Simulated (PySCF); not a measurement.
CH₆ClFOSi₂.
Z-matrix (Å and degrees, PBE0-D3(BJ)/def2-SVP geometry), rows numbered from 1:
```
F 
Si  1  1.6206
C   2  1.8762  1  107.10
Cl  3  1.7947  2  107.26  1  -176.14
O   2  1.6340  1  108.69  3  -118.23
Si  5  1.6663  2  146.13  1   131.65
H   2  1.4796  1  107.78  3   121.46
H   3  1.1003  2  111.78  1   -57.91
H   3  1.0994  2  113.15  1    64.62
H   6  1.4927  5  110.10  2   -46.57
H   6  1.4899  5  110.11  2    74.65
H   6  1.4892  5  107.57  2  -165.77
```

Linear response at CAM-B3LYP/def2-SVPD (PySCF, frozen core in the response, non-relativistic).

Static isotropic polarisability: 77.97 au (11.55 Å³), principal values 70.2, 80.9, 82.8 au.

Q: What is the polarisability at 1064 nm and at the sodium D line?

A: 78.58 au at 1064 nm (+0.8 %), 80.00 au at 589.3 nm (+2.6 %). The rise at 589.3 nm is 3.34 times that at 1064 nm; a pure ω² law gives 3.26. The lowest singlet lies at 182 nm, shorter than both wavelengths.

Q: What is the isotropic C6 coefficient between two such molecules, C6 = (3/π)∫α(iω)² dω?

A: 2467 au (Eh·bohr⁶) by a ten-point quadrature over imaginary frequencies, which is 1470 eV·Å⁶ or 142 J·nm⁶/mol.

Q: Which effective excitation energy ω̄ makes London's formula C6 = (3/4)α²ω̄ exact here?

A: ω̄ = 4·C6/(3α²) = 0.541 Eh = 14.7 eV. A one-pole form α(ω) = α/(1 − ω²/ω̄²) fitted to the 1064 nm value gives 13.3 eV.

Q: The lowest 6 singlets have (eV, f): 6.80, 0.011; 7.21, 0.005; 7.69, 0.006; 7.86, 0.001; 7.96, 0.007; 8.29, 0.013. What share of the static polarisability do they carry in the sum over states α = Σ f/ω²?

A: 0.55 au, 0.7 % of α; the largest term, 0.18 au, is that of the state at 6.80 eV. Their oscillator strengths add up to 0.04. Higher states carry the rest.

Q: What n − 1 at the D line would an ideal gas of it have at 273.15 K and 1 atm (2.6868 × 10¹⁹ cm⁻³), by n − 1 = 2π·N·α′?

A: 20.01 × 10⁻⁴, a formal value whether or not that pressure can be reached.

Q: What three-body coefficient follows from the one-pole estimate C9 = (3/4)·α·C6?

A: 144000 au. This is an estimate from the two numbers above, not a computed integral.

Q: How many electrons N does the Slater–Kirkwood formula C6 = (3/4)·√N·α^(3/2) need to give this C6?

A: N = (4·C6/3)²/α³ = 22.8; the species has 74 electrons in all.

Q: What molar refraction at the D line follows from R = (4π/3)·N_A·α′, with α′ the polarisability volume?

A: α′ = 11.85 Å³ gives R = 29.90 cm³/mol, for isolated, non-vibrating species.

One conformer stands for the species.
